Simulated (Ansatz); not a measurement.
Geometry optimisation, RKS PBE0-D4/def2-SVP in Ansatz.

Input:

```yaml
crystal:
  periodic: [false, false, false]
  atoms:
    - { symbol: In, position_ang: [-0.898899, -0.805366, -0.651661] }
    - { symbol: Cl, position_ang: [1.391982, 2.082148, -1.238935] }
    - { symbol: Cl, position_ang: [-0.386397, -2.640616, -2.012702] }
    - { symbol: Cl, position_ang: [-2.862541, 0.302637, -1.29417] }
    - { symbol: H, position_ang: [1.113812, 1.711875, -0.013132] }
    - { symbol: C, position_ang: [0.268925, -0.222068, 1.081677] }
    - { symbol: H, position_ang: [1.339872, -0.224085, 0.82018] }
    - { symbol: H, position_ang: [-0.064898, 0.765998, 1.436111] }
    - { symbol: H, position_ang: [0.098144, -0.970423, 1.872633] }
basis:
  gaussian: { orbitals: def2-SVP }
hamiltonian:
  xc: pbe0
  dispersion: d4
relax:
  f_tol: 0.03
  max_steps: 50
```

Command:

```bash
$ ansatz run input.yaml --threads 2 --pin off --max-ram 3072MiB --backend cpu --events-out ev --progress --plain --runs-dir out
```

Question: Where does it end, and by what steps?

Answer: The forces met the threshold. After 24 steps the energy has fallen by 0.432 eV; H5 moved furthest, 2.01 Å. Joined: In1–Cl2.

```csv
step,energy less start (eV),largest force component (eV/Å),accepted
0,0.0000,0.661,yes
1,-0.0372,1.458,yes
2,-0.0742,1.631,yes
3,-0.1447,1.187,yes
4,-0.1927,0.558,yes
5,-0.2148,0.382,yes
6,-0.2246,0.189,yes
7,-0.2258,0.326,yes
8,-0.2306,0.190,yes
9,-0.2283,0.183,no
10,-0.2343,0.130,yes
11,-0.2366,0.120,yes
12,-0.2385,0.346,yes
13,-0.2455,0.148,yes
14,-0.2589,0.058,yes
15,-0.2644,0.657,yes
16,-0.2757,0.923,yes
17,-0.3260,0.401,yes
18,-0.3656,0.308,yes
19,-0.3962,0.856,yes
20,-0.4215,0.307,yes
21,-0.3798,0.647,no
22,-0.4306,0.152,yes
23,-0.4262,0.164,no
24,-0.4324,0.023,yes
```

```xyz
9
Properties=species:S:1:pos:R:3
In -0.398 -0.454 -0.507
Cl 1.275 1.626 -1.532
Cl -0.173 -2.078 -2.184
Cl -2.002 1.200 -1.220
H 0.011 1.972 -1.677
C 0.239 -0.554 1.526
H 1.337 -0.582 1.546
H -0.126 0.334 2.057
H -0.163 -1.465 1.990
```

The run took 86 s on 2 threads of Arm Neoverse V2, with other jobs on the host, peak memory 0.3 GiB.
